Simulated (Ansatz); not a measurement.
Program: Ansatz. Geometries: PBE0-D4/def2-TZVP. ΔE: electronic, gas phase. CBS: MP2 limit from def2 TZ/QZ plus the TZ coupled-cluster correction, frozen cores. For Ge outer-core shells are correlated without core-valence functions, which leaves a few kJ/mol of doubt a bond. Scalar relativity is left out up to krypton. One conformer a species, not always the lowest.

`Cl[SiH2][GeH3]` + `NCF` → `FCN[SiH2]Cl` + GeH₄  (cleavage of the Si–Ge bond)

| species | CCSD(T)/CBS(def2) energy (Eh) |
| --- | --- |
| `Cl[SiH2][GeH3]` | -2828.01436 |
| `NCF` | -194.94856 |
| `FCN[SiH2]Cl` | -944.48308 |
| GeH₄ | -2078.49493 |

**Question.** Work out ΔE.

**Answer.** ΔE = (-944.48308) + (-2078.49493) − (-2828.01436) − (-194.94856) = -0.01509 Eh = -9.5 kcal/mol.

**Question.** What do rigid-rotor, harmonic-oscillator terms from PBE0-D4/def2-TZVP frequencies (298.15 K, 1 bar) make of the CCSD(T)/CBS value? (Best estimate.)

**Answer.** Computed: ΔZPE = -2.0 kcal/mol, ΔH = -11.3 kcal/mol, ΔS = -23 J/(mol·K), ΔG = -9.7 kcal/mol. Modes under 50 cm⁻¹ make the entropy rough.

Largest T1 diagnostic among the species: 0.012.

From PBE to PBE0 (25 % exact exchange), in def2-TZVPP and without D4, ΔE moves by −1.2 kcal/mol. Leaving LDA and LC-ωPBE aside and taking each functional with its dispersion term where it has one, the values, not all of them listed here, spread over 4.8 kcal/mol, from CAM-B3LYP-D4 to PBE-D4. LDA lies −2.3 kcal/mol from PBE without D4.
